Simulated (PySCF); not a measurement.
# Mayer bond orders and bond lengths

Compound: C5H7N3O.
SMILES with atom numbers: `[CH3:1][c:2]1[n:3][n:4]([CH3:5])[n:6][c:7]1[CH:8]=[O:9]` (hydrogens: H10, H11, H12 on C1; H13, H14, H15 on C5; H16 on C8)

Structure used (GFN2-xTB), in Å, numbered top down from 1:
```
atom  x, y, z in Å
C1    -1.6621    1.5616    0.4682
C2    -0.5627    0.6236    0.1636
N3     0.6931    0.9898   -0.0470
N4     1.3464   -0.1303   -0.2847
C5     2.7542   -0.1489   -0.5391
N6     0.6261   -1.2095   -0.2471
C7    -0.6137   -0.7886    0.0367
C8    -1.7397   -1.6885    0.1691
O9    -2.8699   -1.3505    0.4239
H10   -1.2855    2.5800    0.4934
H11   -2.1086    1.3073    1.4283
H12   -2.4429    1.4723   -0.2855
H13    3.0255    0.7541   -1.0823
H14    2.9892   -1.0355   -1.1238
H15    3.3091   -0.1793    0.4009
H16   -1.4663   -2.7487    0.0136
```

Bond orders from the PBE0/pcSseg-1 density (PySCF). Geometry: GFN2-xTB, one conformer, isolated molecule. GFN2-xTB frequencies show an imaginary mode (33i cm⁻¹), so this geometry is no minimum at that level.

(1) How far do the computed orders between heavy atoms stray from the drawn ones?

(2) Set the Mayer orders of the bonds beside their lengths.

Results:

(1) The largest departure is 0.303, at N3–N4 (drawn aromatic, 1.197), counting aromatic bonds as 1.5. The bonds drawn aromatic range from 1.20 to 1.50.

(2) 
```csv
bond,drawn as,length (Å),Mayer order
C1–C2,single,1.477,1.086
C2–N3,aromatic,1.325,1.500
N3–N4,aromatic,1.318,1.197
N4–C5,single,1.431,0.893
N4–N6,aromatic,1.298,1.292
N6–C7,aromatic,1.340,1.374
C7–C8,single,1.447,1.040
C8–O9,double,1.207,1.976
C7–C2,aromatic,1.419,1.251
C1–H10,single,1.086,0.937
C1–H11,single,1.089,0.940
C1–H12,single,1.089,0.940
C5–H13,single,1.088,0.954
C5–H14,single,1.088,0.954
C5–H15,single,1.092,0.957
C8–H16,single,1.106,0.929
```

Bonds between the same two heavy elements. C–C: lowest C7–C8 (1.040, 1.447 Å), highest C7–C2 (1.251, 1.419 Å); in 1 of the 3 pairs the longer bond (by over 0.003 Å) has the higher order (by 0.02 or more). C–N: lowest N4–C5 (0.893, 1.431 Å), highest C2–N3 (1.500, 1.325 Å). N–N: lowest N3–N4 (1.197, 1.318 Å), highest N4–N6 (1.292, 1.298 Å).

Q: Sum the orders of all bonds at each heavy atom with more than one neighbour and set the sums beside the valence in the SMILES.

A: C1 3.903 (drawn 4), C2 3.837 (drawn 4), N3 2.697 (drawn 3), N4 3.382 (drawn 3), C5 3.758 (drawn 4), N6 2.666 (drawn 3), C7 3.665 (drawn 4), C8 3.945 (drawn 4). Orders between atoms that aren't bonded are not in these sums.

For a closed shell the Mayer order of atoms A and B is Σ (PS)μν (PS)νμ over the basis functions μ on A and ν on B, with P the density and S the overlap matrix.
